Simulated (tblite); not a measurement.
Species: CH₇NO₂Si₂.
Cartesian coordinates in Å at the GFN2-xTB level; atoms count from 1:
```xyz
13
CH7NO2Si2 angstrom
O      3.069   -0.364    0.812
C      2.760   -0.185   -0.340
N      1.485   -0.040   -0.727
Si     0.269   -0.127    0.533
O     -1.095    0.077   -0.309
Si    -2.690    0.249   -0.550
H      3.506   -0.128   -1.154
H      1.276    0.105   -1.701
H      0.263   -1.458    1.121
H      0.434    0.993    1.448
H     -3.056   -0.818   -1.479
H     -3.367    0.120    0.737
H     -2.858    1.579   -1.130
```

Level: GFN2-xTB in tblite, geometry and Hessian alike; calculated harmonic values, unscaled, isolated species. Against measured fundamentals such values can be off by several per cent, at times by over 20. Modes of hydrogen on silicon can be 10 to 20 % off. One conformer, not necessarily the lowest.

Harmonic wavenumbers (cm⁻¹): 28.1, 43.7, 50.3, 90.9, 111.7, 195.4, 257.9, 522.5, 558.6, 560.6, 607.3, 609.9, 628.7, 657.5, 756.4, 769.8, 773.4, 774.1, 809.5, 823.5, 938.3, 1100.2, 1141.5, 1347.2, 1378.2, 1746.6, 2264.5, 2266.8, 2285.1, 2314.2, 2331.4, 2777.4, 3466.1.

A = 10899, B = 906.6, C = 854.2 MHz; mass 121.002 u (most abundant isotopes); point group Cs, symmetry number 1.

What is the zero-point energy?

½Σν̃ = 17494 cm⁻¹ = 50.02 kcal/mol.

Give the ideal-gas entropy at 298.15 K and 1 bar in the rigid-rotor, harmonic-oscillator model (classical rotation).

Translation 40.31, rotation 28.03, vibration 31.48: S = 99.8 cal/(mol K).

And Cp and H(298.15 K) − H(0)?

Cp = 34.06 cal/(mol K), of which vibrations give 26.11 (their classical limit is 33 R = 65.6); H(298.15 K) − H(0) = 6.67 kcal/mol without the zero-point energy, 4.30 from vibrations.

How do the functions run with temperature in this model?

| T (K) | S (cal/(mol K)) | Cp (cal/(mol K)) | H − H(0) (kcal/mol) | G − H(0) (kcal/mol) | ln q(vib) |
| --- | --- | --- | --- | --- | --- |
| 50 | 60.7 | 15.6 | 0.59 | -2.44 | 1.31 |
| 100 | 72.7 | 19.1 | 1.47 | -5.80 | 3.15 |
| 373.15 | 108.0 | 39.1 | 9.42 | -30.90 | 10.37 |
| 500 | 120.5 | 45.7 | 14.82 | -45.41 | 13.24 |
| 750 | 140.8 | 54.4 | 27.43 | -78.16 | 18.36 |
| 1000 | 157.3 | 59.9 | 41.77 | -115.48 | 22.88 |

q(vib) and H(0) count from the zero-point level.

Blend soft modes into free rotors: weight 1/[1 + (100 cm⁻¹/ν̃)⁴] for the oscillator and the rest for a rotor with moment μB/(μ + B), μ = h/(8π²ν), B = 10⁻⁴⁴ kg m². What vibrational entropy results?

26.50 cal/(mol K) in place of 31.48, which changes −T·S at 298.15 K by +1.48 kcal/mol.

Hindered rotation and anharmonicity are outside this model. Other conformers, if any are populated, would add a mixing term that is left out.
